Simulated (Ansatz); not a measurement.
**doublet Li: levels of theory in one basis**

A single Li atom.

Basis set: cc-pVDZ (spherical functions). All electrons are correlated. Correlation on ROHF uses semicanonical orbitals with singles. Charge 0, multiplicity 2.

Computed with Ansatz (development build ahead of 0.2.0); each method stands on the lowest determinant of its kind that the runs found.

```
                            method  E − E(ROHF) (eV)  <S²> of the determinant
                              ROHF              0.00                     0.75
                          ROHF-MP2             -0.01                        –
                         ROHF-CCSD             -0.01                        –
                      ROHF-CCSD(T)             -0.01                        –
                        ROHF-CCSDT             -0.01                        –
                     ROHF-CCSDT(Q)             -0.01                        –
full CI (lowest root of this spin)             -0.01                        –
```

Q: Is a single determinant a sound starting point here?

A: By this sign, yes. Unrestricted orbitals gain 0.00 eV and <S²> is 0.75 against 0.75 for a pure state.
